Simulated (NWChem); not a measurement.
# Atomisation of H$_{2}$Sb

```
Sb
H 1 1.7386
H 1 1.7386 2 89.47
```
Charge 0, spin multiplicity 2.

The numbers come from NWChem runs, not from measurements. All single points use one geometry, from UPBE/def2-SVP with def2 effective core potentials on Sb, a minimum by its harmonic frequencies.

Basis set: def2-TZVP. The atomisation energy is electronic alone: no zero-point, thermal, spin-orbit or counterpoise terms. No value is extrapolated to the basis-set limit. Free atoms are single determinants with multiplicities Sb 4, H 2. Correlated methods freeze the same cores in atoms and molecule, 4 orbitals in all.

The cost column gives rough processor time relative to LDA (SVWN5); each entry includes its own SCF. Costs are the molecule's.

Effective core potentials replace the inner electrons of Sb; spin-orbit coupling is left out. The correlated methods keep 4 core orbitals frozen. B3LYP has NWChem's definition, with VWN1-RPA local correlation. GW and range-separated runs recompute their integrals, the others keep them in memory, which bears on the times. The structure started from a generated list of species. The unpaired electrons of the parent sit in orbitals of symmetry b2 (C2v labels of the run); other states weren't searched. The stability of the SCF solutions was not checked. Open-shell Hartree-Fock references start from PBE0 orbitals; any time given for them includes that run. No row is a measurement; the coupled-cluster row has its own basis-set and correlation limits.

```csv
method,atomisation energy (kcal/mol),relative cost
PBE0,122.7,under 3
M06-2X,112.9,under 3
CAM-B3LYP,129.2,6
BP86,132.9,under 3
B3LYP,129.6,under 3
LDA (SVWN5),146.4,1
PBE,…,under 3
MP2,106.8,3
CCSD(T),…,8
HF,…,under 3
```

Question: Some entries are withheld; supply them.

Answer: 
- PBE, atomisation energy (kcal/mol): 125.6
- CCSD(T), atomisation energy (kcal/mol): 117.2
- HF, atomisation energy (kcal/mol): 79.0
